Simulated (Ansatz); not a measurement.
Mulliken charges of CH4F2O2Sn (`C[O][Sn]([OH])([F])[F]`) from ωB97M-V/def2-TZVPP in Ansatz (PBE0-D4/def2-TZVP geometry).

| atom | x (Å) | y (Å) | z (Å) | charge (e) |
| --- | --- | --- | --- | --- |
| C1 | -0.221 | -1.748 | 0.214 | -0.192 |
| O2 | -0.437 | -0.567 | 0.973 | -0.505 |
| Sn3 | -0.146 | 1.165 | 0.198 | 1.529 |
| O4 | 1.601 | 1.321 | -0.610 | -0.499 |
| F5 | -1.437 | 1.593 | -1.131 | -0.460 |
| F6 | -0.398 | 2.434 | 1.576 | -0.451 |
| H7 | -0.360 | -2.590 | 0.895 | 0.126 |
| H8 | -0.942 | -1.843 | -0.605 | 0.131 |
| H9 | 0.793 | -1.797 | -0.196 | 0.132 |
| H10 | 1.632 | 1.981 | -1.310 | 0.190 |

By hand: the dipole of these point charges (1 e Å = 4.8032 D).

Σ q r = (0.327, -0.515, -0.357) e Å, of length 0.707 e Å = 3.40 D.

How does the dipole of the full density compare? (Best estimate.)

Ansatz gave: (0.256, -0.328, -0.349) e Å, 2.61 D; the point charges give 1.30 times that, at 11° from its direction.

Point charges leave out the atoms' own dipoles, such as those of lone pairs, and Mulliken's split depends on the basis, so the two needn't agree.
